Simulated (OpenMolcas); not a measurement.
**F²⁺: effect of the IPEA shift**

| Property | Result |
| --- | --- |
| Program | OpenMolcas 26.06 |
| Basis | ANO-RCC-VTZP [4s3p2d1f] |
| Scalar Hamiltonian | DKH2, point nucleus |
| Active space | 5 electrons in 4 orbitals (2s 2p) |
| State averaging | 2S+1 = 4 odd, 1 root; 2S+1 = 2 odd, 8 roots; 2S+1 = 4 even, 3 roots; 2S+1 = 2 even, 9 roots |
| Spin-orbit coupling | RASSI with atomic mean-field integrals over the reference wave functions, term energies averaged over their components |

Methods on the same reference wave functions:
A. CASSCF
B. SS-CASPT2, IPEA 0 Eh, imaginary shift 0.1 Eh (closed shells correlated: 1s)
C. SS-CASPT2, IPEA 0.25 Eh, imaginary shift 0.1 Eh (closed shells correlated: 1s)

Energies in cm⁻¹ above 2s² 2p³ ⁴S°_3/2, the measured ground level; measured values from Moore, Atomic Energy Levels, vol. I, NSRDS-NBS 35 (1971 reprint of NBS Circular 467, 1949).

```json
{"Level": "2s² 2p³ ⁴S°_3/2", "A": "0.0", "B": "0.0", "C": "0.0", "Measured": "0.0"}
{"Level": "2s² 2p³ ²D°_3/2", "A": "37605", "B": "35020", "C": "34960", "Measured": ""}
{"Level": "2s² 2p³ ²D°_5/2", "A": "37617", "B": "35030", "C": "34970", "Measured": ""}
{"Level": "2s² 2p³ ²P°_3/2", "A": "51668", "B": "52490", "C": "52230", "Measured": ""}
{"Level": "2s² 2p³ ²P°_1/2", "A": "51669", "B": "52500", "C": "52240", "Measured": ""}
{"Level": "2s 2p⁴ ⁴P_5/2", "A": "153219", "B": "153070", "C": "152780", "Measured": "151898"}
{"Level": "2s 2p⁴ ⁴P_3/2", "A": "153530", "B": "153380", "C": "153100", "Measured": "152235"}
{"Level": "2s 2p⁴ ⁴P_1/2", "A": "153715", "B": "153570", "C": "153280", "Measured": "152410"}
{"Level": "2s 2p⁴ ²D_3/2", "A": "222677", "B": "212240", "C": "212810", "Measured": "210256"}
{"Level": "2s 2p⁴ ²D_5/2", "A": "222678", "B": "212250", "C": "212810", "Measured": "210240"}
{"Level": "2s 2p⁴ ²S_1/2", "A": "259374", "B": "250950", "C": "251740", "Measured": "248260"}
{"Level": "2s 2p⁴ ²P_3/2", "A": "286254", "B": "271510", "C": "272800", "Measured": "266559"}
{"Level": "2s 2p⁴ ²P_1/2", "A": "286624", "B": "271880", "C": "273170", "Measured": "266943"}
```

Deviations, from unrounded energies. A percentage is the sum of absolute deviations over the sum of measured energies, with the sign that they share, or ± where signs differ.

| Against measurement | Levels | A | B | C |
| --- | --- | --- | --- | --- |
| mean absolute deviation (cm-1) | 8 | 9900 | 2500 | 3000 |
| other configurations (%) | 8 | +4.8 | +1.2 | +1.4 |

B lies closest to measurement on these levels and A furthest from it. The largest miss of B in the table is 2s 2p⁴ ²P_3/2, by +5000 cm-1. The ranking rests on the paired levels alone, and a cruder setting can come out closer through cancelling errors.

Between B and C the level of the table that moves most is 2s 2p⁴ ²P_3/2, by 1300 cm-1 (lowest in B, highest in C). Moves below CASPT2's spread within the term are not significant.

From A to B the spin-free energies of the other terms of 2s² 2p³ shown, above ⁴S°, scale by factors of 0.93 to 1.02.

The lowest spin-free term lies below A's lowest term by 0.116 hartree in B, 0.111 hartree in C.

Term energies are means over components that CASPT2 splits; among the terms shown or strongly mixed into the levels shown the widest spread is 210 cm-1 (2s 2p⁴ ²D, C). Measured partners are found by configuration, term and J. A level has none where our copy of the source lacks it or the pairing is in doubt (some pairs that miss far off the trend of their configuration count as doubtful), and it then counts in no deviation. Levels of configurations outside the active space are missing.

° marks odd parity.
